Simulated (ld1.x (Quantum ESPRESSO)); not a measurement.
# Building the ultrasoft potential for germanium (PBE, scalar-relativistic).

- Element: Ge
- Generator: ld1.x (Quantum ESPRESSO) 7.5
- Type: ultrasoft
- Functional: PBE
- Relativity: scalar-relativistic
- Frozen core: [Ar]
- Valence charge: 14
- Reference configuration: 3d10 4s1.75 4p2.25
- Partial waves: 4s (bound): rcut 1.50, rcutus 1.95 bohr; 4s channel at 4.25 Ry: rcut 1.50, rcutus 1.95 bohr; 4p (bound): rcut 1.80, rcutus 2.30 bohr; 4p channel at 3.45 Ry: rcut 1.80, rcutus 2.30 bohr; 3d (bound): rcut 0.75, rcutus 0.90 bohr; 3d channel at -1.25 Ry: rcut 0.75, rcutus 0.90 bohr
- Local potential: all-electron potential smoothed inside 1.90 bohr (lloc = -1)
- Core correction: none
- Augmentation charge: built from norm-conserving waves at rcut, not smoothed further

Poles of the logarithmic derivatives, all-electron (AE) and pseudo (PS). s: poles at 0.2 (AE) and 0.2 (PS) Ry. p: poles at 1.4 (AE) and 1.4 (PS) Ry. d: poles at -2.2, 3.5 (AE) and -2.2, 3.5 (PS) Ry. Test radius 2.50 bohr.

* Cutoffs needed: 200 Ry and over 300 Ry (the cutoffs (Ry, on a coarse ladder) from which the occupation-weighted sum of valence levels, in a spherical-Bessel basis at the reference potential, stays within 10 and 1 mRy of its value at 400 Ry)
* Ghost test: no extra level below or beside the all-electron valence levels (s, p, d, f tested) (spherical-Bessel basis up to 400 Ry, 20 bohr box)
* Largest excitation error: -449 meV (all-electron minus pseudo) for 3d9 4s2 4p3, out of 7 test configurations
* Lowest eigenvalue of the overlap operator: 0.62 (p channel)
